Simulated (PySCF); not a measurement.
# Correlation energy of He (helium, neutral)

1s1 2p1, high-spin 3P determinant (an excited configuration). Computed with PySCF 2.14 in aug-cc-pVTZ with one added diffuse shell each of s, p, d type (5s4p3d, 32 functions), with no relativity, point nucleus. Frozen: nothing; 2 electrons correlated.

With two correlated electrons CCSD is exact within the correlated space (frozen core and kept virtual orbitals).

```csv
level,correlation energy (mhartree)
CCSD,-1.88
```

Diagnostics: T1 = 0.0045, D1 = 0.0089, largest double amplitude 0.011.

The outer electron is Rydberg-like, and this basis confines it to a smaller radius and binds it less than a complete one would.

Cost of the coupled-cluster step: of the order of 0.21 core-seconds, for 2 correlated electrons.
